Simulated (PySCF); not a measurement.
Core-level binding energies of `[O+]#Cc1ccccc1`

Species: C₇H₅O (charge +1).
Atom-mapped SMILES: `[O+:1]#[C:2][c:3]1[cH:4][cH:5][cH:6][cH:7][cH:8]1`

Cartesian coordinates in Å at the PBE0-D3(BJ)/def2-SVP level; atoms count from 1:
```xyz
13
C7H5O angstrom
O      3.3235    0.6599    0.0979
C      2.2130    0.4674    0.1050
C      0.8502    0.2296    0.1133
C     -0.0371    1.3358    0.1859
C     -1.3947    1.0757    0.1925
C     -1.8572   -0.2449    0.1291
C     -0.9738   -1.3297    0.0579
C      0.3912   -1.1125    0.0488
H      0.3449    2.3575    0.2350
H     -2.1031    1.9045    0.2476
H     -2.9338   -0.4338    0.1353
H     -1.3587   -2.3501    0.0091
H      1.0974   -1.9435   -0.0064
```

Theory: PySCF 2.14.0, delta-SCF UKS SCAN, pcX-2 on the ionised atom, pcseg-1 elsewhere, spin-free X2C. Binding energies are ΔSCF values: E(core-ionised, relaxed orbitals) − E(ground state) at a fixed geometry, referred to the vacuum level.

Task: List the computed XPS lines with their assignment.

Result: 
```json
{"atom(s)": "C5/C7", "environment": "aromatic CH carbon", "level": "C 1s", "binding energy (eV)": "295.80", "above the level's lowest (eV)": "0.00", "count": "2"}
{"atom(s)": "C6", "environment": "aromatic CH carbon", "level": "C 1s", "binding energy (eV)": "295.90", "above the level's lowest (eV)": "+0.10", "count": "1"}
{"atom(s)": "C4/C8", "environment": "aromatic CH carbon", "level": "C 1s", "binding energy (eV)": "296.34", "above the level's lowest (eV)": "+0.54", "count": "2"}
{"atom(s)": "C3", "environment": "substituted aromatic carbon", "level": "C 1s", "binding energy (eV)": "297.62", "above the level's lowest (eV)": "+1.82", "count": "1"}
{"atom(s)": "C2", "environment": "triply bonded carbon", "level": "C 1s", "binding energy (eV)": "300.88", "above the level's lowest (eV)": "+5.08", "count": "1"}
{"atom(s)": "O1", "environment": "oxygen bonded to C", "level": "O 1s", "binding energy (eV)": "546.53", "above the level's lowest (eV)": "0.00", "count": "1"}
```

Lowest listed C 1s: C5/C7, bonded to 2 C (aromatic in the SMILES) and H. Highest, 5.08 eV above it: C2, bonded to O (triple bond) and C. Summing the Pauling electronegativity differences to the bonded atoms, each weighted by its formal bond order, gives -0.35 for the lowest site and +2.67 for the highest; no listed site has a larger sum than the highest.

Task: What is the C 1s shift of C4/C8 against C3?

Result: 296.34 − 297.62 = -1.28 eV, or -124 kJ/mol.

Task: Which photon energy gives electrons from C 1s of C2 a kinetic energy of 100 eV, and what is their de Broglie wavelength?

Result: hν = 300.88 + 100 = 400.88 eV, recoil neglected; λ = 12.264 Å/√(E/eV) = 1.23 Å.

Atoms equivalent by their bonding share one computed value, that of the first of them. The unrestricted hole states depart most from a pure doublet (⟨S²⟩ = 0.75; over 0.85 named) for C 1s of C2 (0.99) and C 1s of C6 (0.87), which makes these values less certain. The species carries charge +1, so core ionisation leaves charge +2. Geometry: PBE0-D3(BJ)/def2-SVP; no solvent, vibrations or thermal averaging.
